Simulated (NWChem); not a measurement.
System: SeCl₂; SMILES [Se](Cl)Cl

```xyz
3

Se     0.0000     0.0000     0.6874
Cl    -1.7111     0.0000    -0.6870
Cl     1.7111     0.0000    -0.6870
```
Atoms are numbered in this order, from 1.

All runs: NWChem. All runs use the structure optimised with B3LYP/6-31G* (spherical d). Vzz is the largest principal value of the second derivative of the potential at the nucleus (NWChem prints the opposite sign); η is the asymmetry. Non-relativistic.

For level CAM-B3LYP/def2-SVP:

```yaml
Vzz Se1 (a.u.): -9.911
Vzz Cl3 (a.u.): 3.925
```

**Question.** Estimate the same quantities for level CAM-B3LYP/def2-TZVP.

**Answer.** 
- Vzz Se1 (a.u.): -10.317
- Vzz Cl3 (a.u.): 4.191
